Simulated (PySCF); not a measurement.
Isomers of C7H12O, one GFN2-xTB conformer each. Single-point energies are computed at PBE0/pcSseg-1 (PySCF, gas phase, no added dispersion term), electronic only.

```tsv
SMILES	GFN2-xTB relative energy (kcal/mol)
CC[C@@]12CCC[C@@H]1O2	0.0
C=C1CC[C@@]1(C)OC	27.6
CO[C@H]1CC=CCC1	10.8
```

Conformers: `[CH3:1][CH2:2][C@@:3]12[CH2:4][CH2:5][CH2:6][C@@H:7]1[O:8]2` with C1–C2–C3–C4 64°, C2–C3–C4–C5 168°, C3–C4–C5–C6 -29°, C4–C5–C6–C7 29°, C5–C6–C7–O8 45°; `[CH2:1]=[C:2]1[CH2:3][CH2:4][C@@:5]1([CH3:6])[O:7][CH3:8]` with C4–C5–O7–C8 160°; `[CH3:1][O:2][C@H:3]1[CH2:4][CH:5]=[CH:6][CH2:7][CH2:8]1` with C1–O2–C3–C4 72°, O2–C3–C4–C5 164°, C3–C4–C5–C6 -13°, C5–C6–C7–C8 -17°, C6–C7–C8–C3 49°.

Problem. What does PBE0/pcSseg-1 give for the same structures?

Solution. 
| SMILES | PBE0/pcSseg-1 E (Eh) | PBE0/pcSseg-1 (kcal/mol) | GFN2-xTB (kcal/mol) | point group |
| --- | --- | --- | --- | --- |
| CC[C@@]12CCC[C@@H]1O2 | -348.71530 | 0.0 | 0.0 | C1 |
| CO[C@H]1CC=CCC1 | -348.70882 | 4.1 | 10.8 | C1 |
| C=C1CC[C@@]1(C)OC | -348.67092 | 27.9 | 27.6 | C1 |

Both levels put the same isomer lowest; measured from each level's own lowest isomer, the values differ by up to 6.7 kcal/mol (CO[C@H]1CC=CCC1: 10.8 against 4.1). As drawn, the lowest has a three-membered ring, which the highest lacks; the highest has a four-membered ring and a C=C bond outside aromatic rings, which the lowest lacks.

Problem. Which frontier levels, dipoles and rotational constants go with these structures?

Solution. 
```tsv
SMILES	HOMO (eV, PBE0/pcSseg-1)	LUMO (eV)	dipole (D)	A, B, C (MHz)
CC[C@@]12CCC[C@@H]1O2	-7.38	1.44	1.89	4223, 1578, 1360
CO[C@H]1CC=CCC1	-7.07	0.64	1.10	4250, 1426, 1145
C=C1CC[C@@]1(C)OC	-7.09	0.05	1.02	2617, 1917, 1613
```

Problem. As an exercise, what shares would exp(−E/RT) give at 2000 K from these electronic energies alone (no entropy, no degeneracies)?

Solution. RT = 3.974 kcal/mol: CC[C@@]12CCC[C@@H]1O2 73.5 %, CO[C@H]1CC=CCC1 26.4 %, C=C1CC[C@@]1(C)OC 0.1 %.
